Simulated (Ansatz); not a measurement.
```yaml
crystal:
  periodic: [false, false, false]
  atoms:
    - {symbol: O, position_ang: [-0.641130, 0.783668, -0.354746]}
    - {symbol: In, position_ang: [-0.160601, -0.325476, -0.098435]}
    - {symbol: O, position_ang: [0.891336, -0.462512, 0.504741]}
    - {symbol: Br, position_ang: [-1.030739, -1.720624, -0.595249]}
    - {symbol: H, position_ang: [-0.359672, 1.218429, -0.123631]}
    - {symbol: H, position_ang: [1.315272, 0.109622, 0.671991]}
basis:
  gaussian: {orbitals: def2-TZVPD, fitting: {mean_field: cc-pVTZ-jkfit}}
hamiltonian: {xc: {name: revPBE}}
scf: {lower_state_search: full}
output: {forces: true}
```

```sh
$ ansatz run in.yaml --threads 4 --pin off --events-out ev --progress --plain --max-ram 10444MiB
```

**Question.** How does Ansatz answer? (Best estimate.)

**Answer.** The calculation gave: The input was rejected before any iteration.
```
Functional definition: revPBE
Error: <dir> the basis set cc-pVTZ-JKFIT has no functions for In
```
